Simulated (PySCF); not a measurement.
Two-component Hartree-Fock for Zr⁺ (zirconium, charge +1)

Start: [Kr] 4d2 5s1; 4d5/2 filled at m_j = +3/2, +5/2; 5s1/2 filled at m_j = +1/2. Calculated with PySCF 2.14 in x2c-SVPall-2c with one added diffuse shell each of s, p, d type (7s9p7d1f, 76 functions): generalised Hartree-Fock with the X2C-1e Hamiltonian and a Gaussian nucleus; one run each with spin-orbit coupling (SO) switched off, then screened by Boettger's factors. This is a chosen level, not necessarily the ground level.

```
spinor shell  electrons  ε, spin-free (eV)  ε, screened SO (eV)  weight of nominal j (screened SO)  rms radius, screened SO (bohr)
       1s1/2          2           -18101.6             -18100.9                              1.000                          0.0426
       2s1/2          2            -2584.8              -2584.6                              1.000                           0.176
       2p1/2          2            -2300.3              -2359.6                              1.000                           0.154
       2p3/2          4            -2300.3              -2272.3                              1.000                           0.158
       3s1/2          2            -460.21              -460.20                              1.000                           0.488
       3p1/2          2            -364.59              -374.45                              1.000                           0.489
       3d3/2          4            -207.48              -208.96                              0.990                           0.494
       3d5/2          6            -207.48              -206.52                              0.993                           0.497
       4s1/2          2            -74.764              -74.790                              1.000                            1.30
       4p3/2          4            -47.305              -46.733                              0.912                            1.48
       4p1/2          2            -47.305              -48.612                              0.824                            1.46
       4d5/2          2            -15.373              -15.344                              0.890                            2.31
       5s1/2          1            -12.430              -12.439                              1.000                            3.78
```

Task: Where does 3p3/2 lie, and what is the 3p spin-orbit splitting (screened SO)?

Result: At -359.98 eV, 14.475 eV above 3p1/2.

| quantity | spin-free | screened SO |
| --- | --- | --- |
| E (hartree) | -3595.50863 | -3595.83596 |
| M_J | 9/2 | 9/2 |
| ⟨J²⟩ | 24.758 | 24.758 |
| ⟨L²⟩ | 12.006 | 12.018 |
| ⟨S²⟩ | 3.752 | 3.758 |

Each row is a mean over spinors that exchange with the open shell spreads, by up to 4.920 eV (4p3/2).

Rows whose weight is well below 1 are mixtures of j = l ± 1/2: exchange outweighs spin-orbit coupling there, and the label is only the starting occupation.

Breit and QED terms are absent; they matter most for the inner s and p1/2 levels.

Densities and radii are taken from the X2C orbitals without a picture-change correction, which distorts them close to the nucleus.

Without spin-orbit coupling the j labels of p, d and f shells carry no meaning; the spin-free column gives the mean over the occupied spinors of each nl shell.
